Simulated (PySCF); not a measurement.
Structure with atom numbers: `[OH:1][SiH2:2][CH2:3][Cl:4]`. Hydrogens are named by the atom that carries them.

[PySCF 2.14: NMR shieldings at PBE0/pcSseg-1/GIAO; geometry: GFN2-xTB; non-relativistic Hamiltonian; a single conformation; one averaged value for each set of equivalent atoms; no solvent model]

Chemical shifts δ = σref − σ; TMS for ¹³C (σ = 186.93 ppm) and ¹H (σ = 31.72 ppm) and ²⁹Si (σ = 349.16 ppm); ¹⁷O (σ = 336.08 ppm) vs H2O; ³⁵Cl (σ = 949.78 ppm) vs HCl, all at this level.

```csv
atoms,nucleus,count,Hirshfeld charge,δ (ppm)
Si2,²⁹Si,1,0.40,-26.1
O1,¹⁷O,1,-0.31,7.6
H(Si2),¹H,2,-0.08,4.92
Cl4,³⁵Cl,1,-0.07,-6
H(C3),¹H,2,0.05,2.95
C3,¹³C,1,-0.13,?
H(O1),¹H,1,0.17,?
```

Fill in the missing shifts.

Results:


- C3: 35.6 ppm, sp3 CH2 bonded to Cl and Si; the inductive effect lowers its shielding
- H(O1): 1.90 ppm, hydrogen on an oxygen bonded to Si; exchangeable; this is the value without hydrogen bonding to other molecules

The OH or NH signal is concentration- and solvent-dependent in practice; the value given is the gas-phase one. Carbons that carry Cl, above all several Cl atoms, come out too deshielded, partly because spin–orbit coupling is missing. Shifts are as computed. Against solution values, carbons near 30 ppm lie about +3 ppm off and those near 130 ppm about +5 ppm; carbons on Cl a further +6 ppm. Of 1211 compounds with measured shifts, 218 miss one by over three times the rms of a fit or turn the order of signals round; such compounds aren't used in these exercises. Experimental scales use liquid or dissolved standards, which lie at an offset from isolated H2O (liquid H2O: subtract about 36 ppm).
